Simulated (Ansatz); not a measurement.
Basis-set extrapolation for CH₇B₂FOSi, SMILES `BB(CF)[SiH2]O` (PBE0-D4/def2-TZVP geometry, frozen core, Ansatz 0.2.0). Multiplicity 1, RHF reference.

|  | def2-TZVPP | def2-QZVPP |
| --- | --- | --- |
| HF | -554.660027 | -554.681251 |
| MP2 correlation | -0.971713 | -1.049028 |
| CCSD(T) correlation | -1.063404 | not run |

Energies in hartree. Use E(X) = E(∞) + A·exp(−7.88·√X) for Hartree–Fock and E(X) = E(∞) + B·X^(−2.97) for correlation, with X = 3 and 4, and add CCSD(T) minus MP2 of the smaller set to the MP2 limit.

Q: What is the CCSD(T) energy at the basis-set limit?

A: HF limit: -554.681251 + (-0.021224) × 0.13774 = -554.68417. MP2 limit: -1.049028 + (-0.077315) × 0.74074 = -1.10630. Higher-order term: -1.063404 − (-0.971713) = -0.09169. Total: -555.88216 hartree, 416.7 kJ/mol below CCSD(T)/def2-TZVPP.
